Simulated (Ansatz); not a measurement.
Cost and result for the atomization energy of `[CH]1=[CH][GeH2][AlH]1` (9 atoms, 9 bonds).

```xyz
9

C    -0.744   -1.027   -0.559
C    -0.964    0.292   -0.357
Ge    0.592    1.163    0.518
Al    1.039   -1.223    0.184
H    -1.501   -1.649   -1.033
H    -1.894    0.784   -0.652
H     1.193    2.290   -0.348
H     0.221    1.799    1.875
H     2.057   -2.429    0.371
```

Total charge 0; spin multiplicity 1. Correlated methods include outer-core shells of Ge, which these sets cover unevenly. Scalar relativity is left out up to krypton. The geometry is a stationary point of PBE0-D4/def2-TZVP. Program: Ansatz. All runs use 2 threads of an Arm Neoverse V2 on a shared host. Times are those of one run each, without the atoms' runs, and a repeat can differ threefold. Electronic energies, without spin–orbit coupling; frozen cores. CCSD(T)/CBS adds CCSD(T) − MP2 in def2-TZVPP to the MP2 limit, and its time is that of the two runs behind it. T1 = 0.013. With those shells the extrapolation isn't a true limit. B3LYP takes the VWN-RPA correlation (the form of Gaussian; ORCA's B3LYP/G).

CCSD(T)/CBS is a level of theory with its own doubt, some kJ/mol a heavy atom from the limit and from the frozen cores, so smaller differences don't rank the functionals.

```tsv
level	functions	wall time
BLYP-D4/def2-TZVPP	222	2.9 s
revPBE-D4/def2-TZVPP	222	2.9 s
CCSD(T)/def2-SVP	103	5.5 s
B3LYP-D4/def2-TZVPP (with forces)	222	6.5 s
r2SCAN-D4/def2-TZVPP (with forces)	222	7 s
r2SCANh-D4/def2-TZVPP	222	7.5 s
B2PLYP/def2-TZVPP	222	7.5 s
PBE-QIDH/def2-TZVPP	222	8 s
ωB97X-V/def2-TZVPP	222	12 s
ωB97M-V/def2-TZVPP (with forces)	222	17 s
MP2/def2-QZVPP	423	27 s
CCSD(T)/def2-TZVPP	222	120 s
CCSD(T)/CBS(def2)	–	2.4 min
```

Problem. What atomization energy does each give, and how far from CCSD(T)/CBS? (Best estimate.)

Solution. Ansatz gave: 
```json
{"level": "BLYP-D4/def2-TZVPP", "atomization (kJ/mol)": "2972.7", "difference from CCSD(T)/CBS": "-42.1", "per bond": "-4.7"}
{"level": "revPBE-D4/def2-TZVPP", "atomization (kJ/mol)": "2978.2", "difference from CCSD(T)/CBS": "-36.6", "per bond": "-4.1"}
{"level": "CCSD(T)/def2-SVP", "atomization (kJ/mol)": "2851.8", "difference from CCSD(T)/CBS": "-163.0", "per bond": "-18.1"}
{"level": "B3LYP-D4/def2-TZVPP (with forces)", "atomization (kJ/mol)": "2990.5", "difference from CCSD(T)/CBS": "-24.3", "per bond": "-2.7"}
{"level": "r2SCAN-D4/def2-TZVPP (with forces)", "atomization (kJ/mol)": "3024.2", "difference from CCSD(T)/CBS": "9.4", "per bond": "1.0"}
{"level": "r2SCANh-D4/def2-TZVPP", "atomization (kJ/mol)": "3007.6", "difference from CCSD(T)/CBS": "-7.2", "per bond": "-0.8"}
{"level": "B2PLYP/def2-TZVPP", "atomization (kJ/mol)": "2966.9", "difference from CCSD(T)/CBS": "-47.9", "per bond": "-5.3"}
{"level": "PBE-QIDH/def2-TZVPP", "atomization (kJ/mol)": "3002.8", "difference from CCSD(T)/CBS": "-12.0", "per bond": "-1.3"}
{"level": "ωB97X-V/def2-TZVPP", "atomization (kJ/mol)": "3020.7", "difference from CCSD(T)/CBS": "5.9", "per bond": "0.7"}
{"level": "ωB97M-V/def2-TZVPP (with forces)", "atomization (kJ/mol)": "3002.8", "difference from CCSD(T)/CBS": "-12.0", "per bond": "-1.3"}
{"level": "MP2/def2-QZVPP", "atomization (kJ/mol)": "3016.1", "difference from CCSD(T)/CBS": "1.3", "per bond": "0.1"}
{"level": "CCSD(T)/def2-TZVPP", "atomization (kJ/mol)": "2947.3", "difference from CCSD(T)/CBS": "-67.5", "per bond": "-7.5"}
{"level": "CCSD(T)/CBS(def2)", "atomization (kJ/mol)": "3014.8", "difference from CCSD(T)/CBS": "0.0", "per bond": "0.0"}
```

From BLYP to BHLYP (50 % exact exchange), in def2-TZVPP and without D4, the atomization energy moves by −32.1 kJ/mol: exact exchange takes away binding that semilocal exchange gives to molecules. In def2-TZVPP, CCSD(T) changes the Hartree–Fock value by +750.3 kJ/mol (the triples alone add +51.4 kJ/mol) and MP2 by +779.9 kJ/mol; breaking electron pairs costs correlation energy, which Hartree–Fock lacks. At CCSD(T), def2-SVP lies −163.1 kJ/mol from the extrapolated value and def2-TZVPP −67.5 kJ/mol: correlation converges slowly with the basis, and small sets miss more of it in the bonded molecule than in its fragments.
